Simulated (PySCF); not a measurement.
## Electron correlation in Se (selenium, neutral)

[Ar] 3d10 4s2 4p3 4d1, high-spin 5D determinant (an excited configuration). All numbers are calculated (PySCF 2.14, a scalar-relativistic core potential, in aug-cc-pVQZ-PP with one added diffuse shell each of s, p, d, f, g type with ECP10MDF (8s7p6d4f3g, 114 functions)). Frozen: 3s2 3p6 3d10; 6 electrons correlated.

MP2 pair energies summed by pair of shells (mhartree):

```csv
pair,energy,share (%)
4s-4p,-53.37,60.9
4p-4p,-16.50,18.8
4s-4s,-10.09,11.5
4p-4d,-4.92,5.6
4s-4d,-2.74,3.1
```

Total MP2 correlation energy: -87.62 mhartree.

Same-spin part -25.64 and opposite-spin part -61.97 mhartree; SCS-MP2 scales them by 1/3 and 6/5 to -82.92 mhartree.
